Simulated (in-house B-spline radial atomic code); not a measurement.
A run on neutral dysprosium that did not converge. Method: scalar-relativistic (X2C) BP86, spin-polarised, spherical fractional occupations, Fermi nucleus of rms radius 5.2218 fm; computed with an all-electron radial atomic-structure program (B-spline basis).

Command:
```bash
python run_scf.py task.json out
```
Settings (nuclear radius in fm, mass in u):
```
Z                66
configuration    [Kr] 4d10 4f10 5s2 5p5.875 6s2 6d0.125
hamiltonian      x2c
method           b88,p86
spin_polarised   True
nucleus          fermi
rms_radius       5.2218
atomic_mass      163.92918
speed_of_light   137.035999084
```

First and last ten iterations of the last attempt (damped for 15 steps, keeping 80 % of the old Fock matrix, then DIIS):
```
 iter        energy (Eh)    residual
    1      -12103.132093    8.24e-01
    2      -12109.695356    1.64e+00
    3      -12133.784556    1.01e+00
    4      -12146.772038    6.05e-01
    5      -12153.226527    3.68e-01
    6      -12156.159337    2.28e-01
    7      -12157.388009    1.42e-01
    8      -12157.884821    8.69e-02
    9      -12158.096760    6.25e-02
   10      -12158.198934    4.65e-02
  111      -12158.324159    4.29e-06
  112      -12158.324159    3.96e-06
  113      -12158.324159    4.21e-06
  114      -12158.324159    4.64e-06
  115      -12158.324159    4.70e-06
  116      -12158.324159    4.89e-06
  117      -12158.324159    4.29e-06
  118      -12158.324159    6.91e-06
  119      -12158.324159    5.10e-06
  120      -12158.324159    5.38e-06
 not converged after 120 iterations
```

The smallest residual met was 1.5e-06; the threshold is about 7e-07. Over the last five steps the energy moves by less than 2e-07 hartree, but the orbitals didn't meet the threshold. Run time, properties included: 2.4 s on 1 thread of x86-64 server CPU, on a shared host.
